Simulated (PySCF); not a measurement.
Compound: CH7BO2SSi.
Bonds: C1–S2, S2–Si3, Si3–B4, B4–O5, B4–O6. Hydrogens: H7, H8, H9 on C1; H10, H11 on Si3; H12 on O5; H13 on O6.

Method: PBE0-D3(BJ)/def2-SVP geometry optimisation, gas phase (PySCF 2.14.0); density fitting, grid level 1; the optimiser is geomeTRIC in internal coordinates, started from a GFN2-xTB structure with every atom displaced at random (about 0.01 Å).

Step 0: E = -24613.8531 eV
```
atom  x, y, z in Å  |  force x, y, z in eV/Å
C1      2.2663   -0.3441   -0.1844   -0.879   1.563  -0.226
S2      1.5160    0.9555    0.8874   -0.041  -0.254   0.090
Si3    -0.3901    1.2618   -0.1062    1.707   0.771   0.816
B4     -1.3847   -0.3958   -0.3161   -2.836  -0.580   0.127
O5     -2.7611   -0.5165   -0.1136    0.756   0.125  -0.022
O6     -0.7914   -1.5143   -0.7259    0.909  -1.034  -0.419
H7      2.4941    0.1173   -1.1528    0.095  -0.195  -0.155
H8      3.1680   -0.6588    0.2909    0.898  -0.445   0.511
H9      1.5425   -1.1319   -0.2864   -0.254  -0.807  -0.197
H10    -0.0591    1.9658   -1.3410   -0.136   0.232  -0.852
H11    -0.9786    2.2669    0.7949   -0.469   0.210   0.232
H12    -3.2349    0.2571    0.2061    0.207   0.044  -0.026
H13    -1.3814   -2.2797   -0.8245    0.044   0.371   0.120
```

**Question.** Estimate the geometry and energy of step 1. (The exact step hangs on the optimiser's Hessian estimate; all steps are aligned on step 0, rigid shifts and turns removed.)

**Answer.** E = -24614.1056 eV, largest force 0.532 eV/Å
```
atom  x, y, z in Å  |  force x, y, z in eV/Å
C1      2.2439   -0.3263   -0.1589    0.112  -0.094   0.159
S2      1.4769    0.9040    0.9458   -0.060   0.084  -0.045
Si3    -0.3359    1.3106   -0.1402   -0.097  -0.214   0.023
B4     -1.4303   -0.4050   -0.3778    0.528  -0.028   0.059
O5     -2.7343   -0.5147   -0.0225   -0.290  -0.012   0.059
O6     -0.7857   -1.5217   -0.8297   -0.234   0.319   0.006
H7      2.5262    0.1232   -1.1194    0.022   0.019  -0.055
H8      3.1577   -0.6741    0.3534   -0.153   0.030  -0.102
H9      1.5657   -1.1749   -0.3251    0.054   0.000  -0.023
H10    -0.0876    1.9958   -1.4515    0.065   0.025   0.021
H11    -1.0907    2.2521    0.7471    0.012   0.073  -0.019
H12    -3.1102    0.2888    0.3525    0.055  -0.080  -0.074
H13    -1.3898   -2.2747   -0.8455   -0.015  -0.123  -0.009
```

The energy changes by -0.2525 eV. The first-order estimate −F·Δx gives -0.5936 eV and the mean of the old and new forces, exact on a quadratic surface, -0.2612 eV. The step makes an angle of 68° with the force vector and moves no atom by more than 0.195 Å.

The cost below is that of the whole optimisation. Time: 60 s of wall time; peak memory 0.53 GiB. Hardware: one thread of an Arm Neoverse V2, no GPU, shared host with 32 logical CPUs at a one-minute load of 18.
